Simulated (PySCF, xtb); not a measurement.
C3H6BFO2, SMILES C=C(OC)B(O)F.

GFN2-xTB in xtb at its own geometry gives an orbital gap of 3.88 eV and a dipole moment of 1.40 D.

Geometry optimised at ωB97X-D3(BJ)/def2-SVP. This is a generated structure with no PubChem entry under its InChIKey; it may be hypothetical. One conformer was computed; it need not be the lowest.

Question: What does PBE/def2-TZVP run with PySCF give? (Estimate from the structure and the level; the computed values follow.)

Answer: gap 4.11 eV (levels -5.65 and -1.54 eV), dipole 0.61 D.
